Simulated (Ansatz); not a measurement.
Al2P2⁺. The state is a quartet with charge 1. Geometry B3LYP-D4/def2-TZVP; atoms count from 1.

Cartesian coordinates in Å:
```
Al 0.540 0.534 -2.218
Al -0.851 0.619 1.700
P -0.722 -1.206 0.248
P 1.033 0.052 0.270
```

At PBE0-D4/def2-TZVP a doublet of charge 1 lies 1.24 eV below the quartet, each at its own geometry. The structure comes from a short search, and lower isomers may exist.

Question: Estimate the Mulliken populations from the PBE0/def2-TZVP orbitals of Ansatz.

Answer: 
```csv
atom,charge (e),spin (α − β)
Al1,0.54,0.24
Al2,0.53,0.87
P3,0.00,1.04
P4,-0.07,0.86
```
Mulliken values and Mayer orders depend strongly on the basis.

Question: Where does the spin sit?

Answer: Summed by element: Al 1.10, P 1.90, of 3 unpaired in all. Largest on single atoms: P3 1.04, Al2 0.87, P4 0.86.

Question: And the Mayer bond orders between bonded heavy atoms (over 0.3)?

Answer: Al1–P4 0.64 (2.58 Å); Al2–P3 1.02 (2.34 Å); Al2–P4 0.82 (2.43 Å); P3–P4 1.36 (2.16 Å).
